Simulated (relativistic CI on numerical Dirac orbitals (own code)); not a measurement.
Hyperfine structure of Lu26+, mass number 175

Method of calculation: Dirac-Coulomb-Breit CI, KLI orbitals optimised for each configuration, model QED, unscaled Slater integrals (own radial code, finite nucleus).

Configurations in the expansion (outside the closed core [Ar] 3d10): 4s2 4p6 4d9, 4s2 4p5 4d10, 4s2 4p6 4d8 4f, 4s 4p6 4d10, 4s2 4p5 4d9 4f, 4s 4p6 4d9 4f, 4s2 4p6 4d8 5s, 4s2 4p6 4d8 5p, 4s2 4p6 4d7 4f 5s, 4s2 4p6 4d8 5d, 4s2 4p5 4d9 5s, 4s2 4p6 4d7 5s2, 4s2 4p6 4d6 4f 5s2, 4s2 4p5 4d7 4f 5s2, 4s 4p6 4d7 4f 5s2. Double excitations out of closed p, d and f shells are left out; levels of such configurations are missing from the list, as are those of other unlisted configurations, and high levels can miss mixing partners.

Nuclear spin I = 7/2, μ = 2.2257 μN, Q = 3.49 b (tables of Stone and Pyykkö). The electronic factors are computed for point nuclear moments, without core polarisation or the Bohr-Weisskopf and QED corrections.

```tsv
Level	E (eV)	A (MHz)	B (MHz)
4s2 4p6 4d9 2D_5/2	0.000	4910	-56500
4s2 4p6 4d9 2D_3/2	12.937	12430	-46200
4s2 4p5 4d10 2P°_3/2	164.265	21860	-225000
4s2 4p6 4d8 4f 4F°_7/2	176.688	3650	-37600
4s2 4p6 4d8 4f 4F°_9/2	178.943	3075	-31400
4s2 4p6 4d8 4f 4I°_15/2	181.112	3164	-22900
```

Levels with J = 0, under 50 % of one LS term, or S terms without an open s electron are left out. Small factors come from cancelling terms and can be off by tens of per cent or more.

At this charge energies of transitions that change n are usually good to better than 1 %, and those within a shell (Δn = 0) to a few per cent.

**Question.** Give the hyperfine levels of 4s2 4p6 4d9 2D_5/2 relative to its centre of gravity.

**Answer.** With K = F(F + 1) − I(I + 1) − J(J + 1), E = AK/2 + B[¾K(K + 1) − I(I + 1)J(J + 1)]/[2I(2I − 1)J(2J − 1)]: F = 1: -85520, F = 2: -59550, F = 3: -26650, F = 4: 5912, F = 5: 28440, F = 6: 28830 MHz.

LS names give the leading component of a level, which can be under half, so a name can repeat, a term be missing and a line seem to break the LS rules.
